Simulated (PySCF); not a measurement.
From computed data to an observable: chemical shift, span and skew from a shielding tensor

toluene (C₇H₈), SMILES c1c(cccc1)C. Atoms are numbered in the order given.

```xyz
15

C     -2.4198    -0.1039    -0.0188
C     -0.9171    -0.0371     0.0091
C     -0.1461    -1.1976     0.1856
C      1.2503    -1.1425     0.1798
C      1.9048     0.0794    -0.0015
C      1.1503     1.2436    -0.1747
C     -0.2458     1.1837    -0.1682
H     -2.8728     0.8298     0.3474
H     -2.7990    -0.9351     0.5945
H     -2.7886    -0.2631    -1.0472
H     -0.6506    -2.1588     0.3320
H      1.8305    -2.0594     0.3216
H      2.9978     0.1250    -0.0031
H      1.6519     2.2064    -0.3122
H     -0.8289     2.1014    -0.3009
```
Charge 0, spin multiplicity 1.

Coordinates come from a r2SCAN-D4/def2-SVP optimisation.

GIAO shieldings from KT2/pcSseg-1 in PySCF, non-relativistic, no solvent. The symmetric part of the tensor of C2 has the principal values -45.6, 24.5, 170.4 ppm. The same nucleus in TMS has σ = 185.1 ppm at this level (PySCF, at its B3LYP-D3(BJ)/def2-TZVP geometry).

Task: Work out the isotropic shielding, the ¹³C shift against TMS, the span and the skew.

Result: 
σ(iso) = (σ11 + σ22 + σ33)/3 = 49.8 ppm. δ = σ(ref) − σ(iso) = 185.1 − (49.8) = 135.3 ppm.
Span Ω = σ33 − σ11 = 216.0 ppm. Skew κ = 3(σ(iso) − σ22)/Ω = 0.35. Tumbling in solution averages the tensor to δ; in a static solid the shielding alone would spread this spin-1/2 line over Ω.
